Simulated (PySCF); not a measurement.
H4O3SSn, SMILES [OH][Sn]([SH])([OH])[OH]. The structure is a stationary point at PBE0-D3(BJ)/def2-SVP. The structure was generated by enumeration; whether it is a known compound was not checked. The def2 effective core potentials stand for the cores of Sn; spin–orbit coupling is left out. The values are those of a single conformer.

These are PySCF with PBE0-D3(BJ)/def2-SVP values and carry that method's errors.

Harmonic wavenumbers (cm⁻¹): 91, 114, 135, 154, 162, 175, 194, 227, 257, 370, 625, 645, 650, 715, 841, 865, 871, 2707, 3876, 3879, 3888. Rotational constants (GHz): 2.875, 1.737, 1.641; symmetry number 1.

Work out the zero-point energy and the ideal-gas rigid-rotor harmonic-oscillator thermochemistry at 298.15 K and 1 atm.

ZPE = ½ Σ hcν = ½ × 21441 cm⁻¹ = 30.65 kcal/mol. H − E(el) = 37.17 kcal/mol. Entropy in cal/(mol K): translation 41.83, rotation 28.06, vibration 26.03, total 95.92. G − E(el) = 8.57 kcal/mol. Cp = 31.68 cal/(mol K). Modes under 150 cm⁻¹ make the vibrational entropy uncertain.
